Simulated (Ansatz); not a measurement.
CH$_{6}$F$_{2}$Si$_{2}$ (`FC(F)([SiH3])[SiH3]`), relaxed with RKS PBE-D4/def2-SVP in Ansatz from a rough embedded geometry. The force threshold is 0.03 eV/Å; the program also tests the step.

Total charge 0; spin multiplicity 1.

Start:

```xyz
11

F     1.338    0.779    1.273
C     0.413    0.652    0.222
F     0.328    1.897   -0.329
Si    0.918   -0.511   -0.991
Si   -1.224    0.123    0.856
H     1.093   -1.936   -0.515
H    -0.001   -0.616   -2.173
H     2.249   -0.170   -1.601
H    -1.146   -1.273    1.515
H    -1.727    1.016    1.933
H    -2.240    0.040   -0.191
```

```json
{"step": "1", "energy (eV)": "-22297.3310", "largest force (eV/Å)": "5.149", "largest move (Å)": "0.000"}
{"step": "2", "energy (eV)": "-22297.8931", "largest force (eV/Å)": "2.102", "largest move (Å)": "0.131"}
{"step": "3", "energy (eV)": "-22298.0193", "largest force (eV/Å)": "0.352", "largest move (Å)": "0.133"}
{"step": "4", "energy (eV)": "-22298.0341", "largest force (eV/Å)": "0.098", "largest move (Å)": "0.090"}
{"step": "5", "energy (eV)": "-22298.0353", "largest force (eV/Å)": "0.024", "largest move (Å)": "0.014"}
```

End:

```xyz
11

F     1.284    0.635    1.238
C     0.349    0.566    0.204
F     0.244    1.845   -0.347
Si    1.075   -0.597   -1.162
Si   -1.363    0.130    0.994
H     1.253   -1.972   -0.585
H     0.118   -0.647   -2.318
H     2.396   -0.031   -1.594
H    -1.267   -1.219    1.647
H    -1.683    1.187    2.009
H    -2.405    0.102   -0.087
```

Run time 6.5 s (4 threads of an Arm Neoverse V2 on a shared host); peak host memory 0.15 GiB.
